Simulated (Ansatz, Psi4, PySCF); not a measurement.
NO2 (SMILES [O]N=O), doublet, geometry from GFN2-xTB. Base run: PySCF with CCSD(T)/cc-pVDZ.

Input for PySCF:
```python
from pyscf import gto, scf, cc

mol = gto.M(
    atom='''
N     0.026347   -0.000992    0.293946
O     0.010462    1.102036   -0.126856
O    -0.033516   -1.101168   -0.130347
''',
    basis='cc-pvdz',
    charge=0,
    spin=1,
    verbose=4,
)

mf = scf.UHF(mol)
mf.kernel()

mycc = cc.CCSD(mf)
mycc.kernel()
et = mycc.ccsd_t()
print('E(CCSD(T)) = %.10f' % (mycc.e_tot + et))
```

The same geometry, method and basis name were run in Ansatz (an electronic-structure program) and Psi4 and PySCF, at each program's defaults and at the settings that a row names. The base is PySCF at its defaults. Differences at the defaults can come from grids, fitting, cores and function types together.

```json
[
 {"code and settings": "PySCF, defaults (exact integrals, spherical functions, all electrons correlated)", "ΔE vs base (mEh)": "0.000", "basis functions": "42", "E (Eh)": "-204.60773", "SCF cycles": "12"},
 {"code and settings": "Psi4, defaults (exact integrals, spherical functions, all electrons correlated)", "ΔE vs base (mEh)": "0.000", "basis functions": "42", "E (Eh)": "-204.60773", "SCF cycles": "16"},
 {"code and settings": "Ansatz, defaults (factorised integrals, spherical functions, frozen core)", "ΔE vs base (mEh)": "5.918", "basis functions": "42", "E (Eh)": "-204.60181", "SCF cycles": "-"},
 {"code and settings": "PySCF, frozen core", "ΔE vs base (mEh)": "5.915", "basis functions": "42", "E (Eh)": "-204.60181", "SCF cycles": "12"},
 {"code and settings": "Psi4, exact integrals, spherical functions, frozen core", "ΔE vs base (mEh)": "5.915", "basis functions": "42", "E (Eh)": "-204.60181", "SCF cycles": "16"},
 {"code and settings": "Ansatz, high accuracy, frozen core", "ΔE vs base (mEh)": "5.915", "basis functions": "42", "E (Eh)": "-204.60181", "SCF cycles": "-"}
]
```

Open shells are given as the SCF converged; they aren't shown to be the lowest states, and a large step between rows can be another state.
